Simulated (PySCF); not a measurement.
# The second ionisation energy along the alkaline earths

All values are computed (PySCF 2.14, energy differences of UHF-based or UKS calculations, no spin-orbit coupling). Values in eV. The last column holds reference values (NIST; (s) semi-empirical, (t) theoretical, else measured). Unmarked ones compare directly (S terms, centres of terms, or small fine structure); those marked * lie between the lowest fine-structure levels and include a spin-orbit shift.

```csv
element,configurations,LDA,PBE,PBE0,r2SCAN,MP2 (valence and next inner shell),CCSD(T) (valence and next inner shell),reference
"Be (def2-QZVPPD, non-relativistic)",[He] 2s1 → 1s2,18.253,18.495,18.456,18.180,18.168,18.173,18.211
"Mg (def2-QZVPPD, non-relativistic)",[Ne] 3s1 → [Ne],15.347,15.336,15.232,15.015,14.962,14.984,15.035
"Ca (def2-QZVPPD, non-relativistic)",[Ar] 4s1 → [Ar],12.110,11.986,11.872,11.667,11.773,11.785,11.872
"Sr (def2-QZVPPD with the def2 core potential (28 electrons), ECP)",[Kr] 5s1 → [Kr],11.345,11.182,11.055,10.871,10.962,10.965,11.030
"Ba (def2-QZVPPD with the def2 core potential (46 electrons), ECP)",[Xe] 6s1 → [Xe],10.250,10.076,9.952,9.758,9.828,9.823,10.004
```

```csv
method,elements,mean error (eV),mean absolute error (eV),largest error (eV)
LDA,5,0.230,0.230,0.315
PBE,5,0.185,0.185,0.301
PBE0,5,0.083,0.104,0.245
r2SCAN,5,-0.132,0.132,-0.246
MP2 (valence and next inner shell),5,-0.092,0.092,-0.176
CCSD(T) (valence and next inner shell),5,-0.085,0.085,-0.181
```

Errors include the incompleteness of the basis and the frozen core.

"Valence" correlates the outer s and p shells and, in groups 3 to 12 and the f block, the outer d or f shell, open or full, or the next shell where the ion has no valence electron left; the wider scheme adds the next inner shell.
